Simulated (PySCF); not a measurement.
SMILES CO[SiH2][SiH2]B(O)O (CH9BO3Si2) at its GFN2-xTB optimised geometry (Å):

```
16

C      1.8294     0.5451     2.1435
O      2.1438     0.1745     0.8385
Si     1.5604    -1.1019     0.0000
Si    -0.7635    -1.1019     0.0000
B     -1.5018     0.7229     0.0000
O     -1.9594     1.2527    -1.1583
O     -1.4589     1.4341     1.1578
H      0.7548     0.7144     2.2552
H      2.3649     1.4682     2.3726
H      2.1372    -0.2284     2.8522
H      2.2684    -0.8064    -1.2438
H      2.1237    -2.3400     0.5690
H     -1.2345    -1.8782     1.1708
H     -1.2224    -1.9164    -1.1387
H     -2.2684     2.1627    -1.1557
H     -1.7792     2.3400     1.1438
```

Calculation: PBE0/def2-TZVP (PySCF). Cells within 0.4 Å of a nucleus heavier than hydrogen are left out (blank, or x).

Map of the log10 of the electron density (e/bohr³), floored at −4 on the plane z = 0.0 Å:

```
|0000000000000000000000000000000|
|0000000000000000000000000000000|
|0000000000000000000000000000000|
|0000000000000000000000000000000|
|0000001122111000000000000000000|
|0000012233222100000000000000000|
|0000123333333211000000000000000|
|0000123444444321000000000000000|
|0001234455554432100001110000000|
|0001234566665443211122222100000|
|0002345667766543212233333210000|
|0012345677776543322344444321000|
|001234567xxx6654333455655432100|
|000234566xxx7654444566666542100|
|0001234567887665545567776543200|
|0001234567777766555667776543200|
|0000234567777766666677766543200|
|0000123456778877777788766543100|
|000012345679xx877779xx765542100|
|000012345669xx97777xxx865532100|
|0000123456679977777899766532100|
|0000013455677766666777766542100|
|0000012345666665556677776532100|
|0000012344555555555567765432100|
|0000001234444444444556665432100|
|0000001123333333333445554321000|
|0000000112222222122334443221000|
|0000000001111111111223332210000|
|0000000000000000000111111000000|
|0000000000000000000000000000000|
|0000000000000000000000000000000|
```
Scale: ten equal steps from -4.00 (start of '0') to -0.061 (end of '9'), in the order '0123456789'; x runs from -4.50 to 4.50, y from -4.50 (bottom) to 4.50 (top).
